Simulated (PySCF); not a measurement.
How the method moves the HOMO and LUMO of `CB(N)N`

Species: CH7BN2.
Z-matrix (Å and degrees, PBE0-D3(BJ)/def2-SVP geometry), rows numbered from 1:
```
C 
B   1  1.5890
N   2  1.4189  1  119.40
N   2  1.4176  1  119.93  3  -179.25
H   1  1.1031  2  110.51  3    69.85
H   1  1.1024  2  111.50  3   -48.58
H   1  1.1010  2  113.10  3  -169.84
H   3  1.0100  2  124.30  1  -179.26
H   3  1.0088  2  122.24  1     1.14
H   4  1.0087  2  122.21  1    -0.89
H   4  1.0102  2  124.25  1   178.76
```

Basis pcSseg-2 throughout (PySCF), one geometry. Isolated species at its PBE0-D3(BJ)/def2-SVP geometry, gas phase.

Task: How do the orbital energies, the gap and the dipole change with the method?

Result: 
```
   method                    kind  HOMO (eV)  LUMO (eV)  gap (eV)  μ (D)  SCF cycles
     BLYP                     GGA      -5.30      -0.28      5.02   1.15          14
     OPBE                     GGA      -5.35      -0.12      5.23   1.14          13
    B97-D                     GGA      -5.40      -0.10      5.31   1.12          13
      PBE                     GGA      -5.41      -0.24      5.17   1.14          13
      KT3                     GGA      -5.48      -0.45      5.03   1.11          13
      KT2                     GGA      -5.49      -0.24      5.25   1.10          13
     BP86                     GGA      -5.52      -0.09      5.43   1.14          13
      LDA                     LDA      -5.58      -0.30      5.28   1.14          13
    B97-2           global hybrid      -6.53       0.52      7.05   1.09          12
    B3LYP           global hybrid      -6.57       0.15      6.72   1.10          12
     PBE0           global hybrid      -6.80       0.49      7.29   1.09          12
 mPW1PW91           global hybrid      -6.83       0.48      7.30   1.09          12
BHandHLYP           global hybrid      -8.12       0.96      9.08   1.05          12
CAM-B3LYP  range-separated hybrid      -8.24       1.13      9.37   1.08          12
  wB97X-D  range-separated hybrid      -8.71       2.19     10.91   1.09          12
  LC-wPBE  range-separated hybrid      -9.64       2.32     11.96   1.07          12
       HF            Hartree–Fock     -10.23       2.60     12.82   1.00           9
```

The HOMO spans 4.93 eV, from BLYP down to HF, and the gap runs from 5.02 eV (BLYP) to 12.82 eV (HF). Over the methods BLYP (0 %), OPBE (0 %), B97-D (0 %), PBE (0 %), KT3 (0 %), KT2 (0 %), BP86 (0 %), LDA (0 %), B97-2 (21 %), B3LYP (20 %), PBE0 (25 %), mPW1PW91 (25 %), BHandHLYP (50 %), HF (100 %), a straight line through the gap against the share of exact exchange rises by 0.77 eV for each 10 % (correlation coefficient 0.998). The dipole ranges from 1.00 D (HF) to 1.15 D (BLYP). This basis has no diffuse functions.
